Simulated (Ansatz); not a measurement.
Species: B2 (charge 0, triplet). 
Geometry from a B3LYP-D3(BJ)/def2-TZVP (Ansatz, a first-principles code) optimisation:
```xyz
2

B      0.0000     0.0000    -0.7840
B      0.0000     0.0000     0.7840
```
Charge 0, spin multiplicity 3.

Atomisation energy built up term by term with Ansatz (kcal/mol; UHF references for open shells; valence terms freeze the core; atomic spin-orbit terms are left out). CBS marks a two-point X^-3 extrapolation of the correlation energy; Hartree-Fock from the larger set (for Q and 5 zeta extrapolated as (X+1)exp(-9√X)). The program attaches cautions to a run behind CCSD(T)/CBS(cc-pVQZ,cc-pV5Z): large difference. The program attaches cautions to a run behind CCSD/CBS(cc-pVQZ,cc-pV5Z): large difference. The program attaches cautions to a run behind HF/CBS(cc-pVQZ,cc-pV5Z): large difference. The program attaches cautions to a run behind CCSD(T)/cc-pVDZ: large difference. The program attaches cautions to a run behind CCSD(T)/cc-pwCVTZ: large difference. The program attaches cautions to a run behind X2C-CCSD(T)/cc-pVTZ-DK: large difference. The program attaches cautions to a run behind CCSD(T)/cc-pVTZ: large difference.

The UHF reference is spin-contaminated (<S^2> 0.91 over the pure value in the largest basis). The T1 diagnostic of CCSD in the largest basis is 0.070, which is high, so the coupled-cluster rows are less sure than usual.

```csv
term,basis,kcal/mol
Hartree-Fock,"CBS(cc-pVQZ,cc-pV5Z)",55.23
CCSD correlation,"CBS(cc-pVQZ,cc-pV5Z)",1.54
(T),"CBS(cc-pVQZ,cc-pV5Z)",4.87
CCSDT - CCSD(T),cc-pVDZ,3.53
(Q),cc-pVDZ,1.14
core correlation,cc-pwCVTZ,0.78
scalar relativity (X2C),cc-pVTZ-DK against cc-pVTZ,-0.06
sum: De,,67.0
```

(T) makes 7.9 % of the CCSD(T) atomisation energy.
